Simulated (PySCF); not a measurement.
A structure optimised at ωB97X-D3(BJ)/def2-SVP, used in a PySCF frequency run:

```
B
F 1 1.3223
F 1 1.3248 2 118.30
S 1 1.8036 2 119.63 3 180.00
H 4 1.3462 1 94.77 2 180.00
```
Charge 0, spin multiplicity 1.

Problem. Write its SMILES, formula and point group.

Solution. FB(F)S, BF2HS, Cs

Problem. What are its rotational constants (standard atomic weights)?

Solution. 9.9465, 4.5345, 3.1146 GHz
